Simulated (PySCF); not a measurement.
Two species compared at the same levels of theory.

First species: GeCl(SiH3)3.
SMILES: `[SiH3][Ge]([SiH3])([SiH3])[Cl]`

Second species: C₅H₅BrCl₂O.
Geometry (PBE0-D3(BJ)/def2-SVP, Å), atoms numbered from 1 in this order:
```
atom  x, y, z in Å
Cl1    1.9593    2.2035   -0.7508
C2     1.6390    0.4982   -0.4123
Cl3    1.2818   -0.3532   -1.9215
Br4    3.2169   -0.2910    0.4294
C5     0.4494    0.3840    0.5737
C6     0.0408   -1.0297    0.8747
C7    -1.1957   -1.2237    0.4208
C8    -1.7020    0.0334   -0.2060
O9    -0.6786    0.9848    0.0099
H10    0.7729    0.9406    1.4748
H11    0.6872   -1.7515    1.3722
H12   -1.7678   -2.1515    0.4722
H13   -2.6390    0.3947    0.2567
H14   -1.8938   -0.0932   -1.2889
```

Levels: PBE0/def2-SVPD for dipole moment, HOMO energy, LUMO energy, HOMO–LUMO gap, static isotropic polarisability and electronic spatial extent ⟨r²⟩ about the centre of nuclear charge; TDDFT PBE0/def2-SVPD for lowest singlet excitation; PBE0-D3(BJ)/def2-SVP for rotational constant A and rotational constant C. Geometries: PBE0-D3(BJ)/def2-SVP. Each species is one conformer at its optimised geometry, gas phase, non-relativistic unless stated. Electronic properties by PySCF.

The conformers computed, where there is a choice (atom-mapped SMILES and torsion angles):
- `[Cl:1][C:2]([Cl:3])([Br:4])[C@@H:5]1[CH:6]=[CH:7][CH2:8][O:9]1`: Cl1–C2–C5–C6 177°

Values for the first species:

| Item | Value |
| --- | --- |
| Dipole moment | 2.27 D |
| HOMO energy | -7.79 eV |
| LUMO energy | -1.24 eV |
| HOMO–LUMO gap | 6.55 eV |
| Lowest singlet excitation | 5.26 eV |
| Static isotropic polarisability | 141.8 au |
| Electronic spatial extent ⟨r²⟩ about the centre of nuclear charge | 1648 bohr² |
| Rotational constant A | 1.067 GHz |
| Rotational constant C | 0.958 GHz |

Question: Estimate the same properties for the second species, and the change in each.

Answer: 
| property | first | second | second less first |
| --- | --- | --- | --- |
| dipole moment | 2.27 D | 2.87 D | +0.60 D |
| HOMO energy | -7.79 eV | -7.56 eV | +0.23 eV |
| LUMO energy | -1.24 eV | -1.33 eV | -0.09 eV |
| HOMO–LUMO gap | 6.55 eV | 6.23 eV | -0.32 eV |
| lowest singlet excitation | 5.26 eV | 5.22 eV | -0.04 eV |
| static isotropic polarisability | 141.8 au | 109.0 au | -32.8 au |
| electronic spatial extent ⟨r²⟩ about the centre of nuclear charge | 1648 bohr² | 2018 bohr² | +370 bohr² |
| rotational constant A | 1.067 GHz | 1.231 GHz | +0.164 GHz |
| rotational constant C | 0.958 GHz | 0.575 GHz | -0.383 GHz |

On the first: The principal polarisabilities are 129.7, 147.7 and 147.9 au; their mean is the isotropic value. The polarisability is 21.01 Å³ as a volume (1 au = 0.148185 Å³), or 1.42 au for each of the 100 electrons. Relativistic effects, spin–orbit coupling among them, are left out although an element past zinc is present.

On the second: No computed singlet falls in the visible range (750 to 380 nm, 1.65 to 3.26 eV); S1 lies 1.96 eV above its blue end. The polarisability is 16.16 Å³ as a volume (1 au = 0.148185 Å³), or 0.97 au for each of the 112 electrons. Relativistic effects, spin–orbit coupling among them, are left out although an element past zinc is present.
